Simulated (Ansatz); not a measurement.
Gas-phase electronic energies from Ansatz, PBE0-D4/def2-TZVP geometries. CCSD(T)/CBS is the MP2 limit (def2-TZVPP, def2-QZVPP) plus CCSD(T) − MP2 in def2-TZVPP, frozen cores. DFT in def2-TZVPP. B3LYP here is the variant with VWN-RPA as its local correlation; programs differ in this. Each species was taken in one conformer, which may not be the lowest.

Reaction (isomerisation): `N[Si]1(F)COC1` → `C=NC(F)O[SiH3]`

Problem. Is it downhill or uphill in electronic energy at CCSD(T)/CBS, and by how much? (An estimate is asked.)

Solution. The calculation gave: Uphill: ΔE = +183.9 kJ/mol.

Problem. What do these levels give: PBE-D4, r2SCAN-D4, PBE0-D4, B2PLYP, PBE0, B3LYP, HF/def2-TZVPP, SCS-MP2/def2-TZVPP, CCSD(T)/def2-TZVPP, HF/def2-QZVPP, MP2/CBS(def2), CCSD/CBS(def2)? (Estimate.)

Solution. Computed: PBE-D4 179.2, r2SCAN-D4 181.6, PBE0-D4 187.3, B2PLYP 173.2, PBE0 187.3, B3LYP 168.1, HF/def2-TZVPP 144.3, SCS-MP2/def2-TZVPP 172.5, CCSD(T)/def2-TZVPP 170.2, HF/def2-QZVPP 146.8, MP2/CBS(def2) 200.9, CCSD/CBS(def2) 185.6 kJ/mol.

Largest T1 diagnostic among the species: 0.013.

In def2-TZVPP, CCSD(T) changes the Hartree–Fock value by +26.0 kJ/mol (the triples alone add −1.8 kJ/mol) and MP2 by +43.0 kJ/mol. From PBE to PBE0 (25 % exact exchange), in def2-TZVPP and without D4, ΔE moves by +8.2 kJ/mol.
